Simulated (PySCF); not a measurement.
BH5N, SMILES [NH3+]B, charge +1.

Geometry optimised at PBE-D3(BJ)/def2-TZVP. The isomer is the one that the SMILES or the coordinates give; other isomers of the formula were not compared.

Computed with PBE-D3(BJ)/def2-TZVP (PySCF).

Frequencies are harmonic and unscaled.

```tsv
mode	ν (cm⁻¹)	IR (km/mol)	moving atoms (share of kinetic energy)
1	44	2.7	H 100 %
2	706	3.0	H 87 %, N 10 %
3	736	2.2	H 96 %
4	876	31.5	B 45 %, N 32 %, H 23 %
5	1072	69.6	H 67 %, B 27 %
6	1084	49.7	H 69 %, N 16 %, B 14 %
7	1186	30.6	H 88 %, B 12 %
8	1415	177.6	H 83 %, N 17 %
9	1576	39.5	H 97 %
10	1597	46.4	H 95 %
11	2625	8.9	H 96 %
12	2774	17.7	H 86 %, B 14 %
13	3274	97.0	H 97 %
14	3343	117.5	H 93 %
15	3383	125.1	H 92 %, N 8 %
```
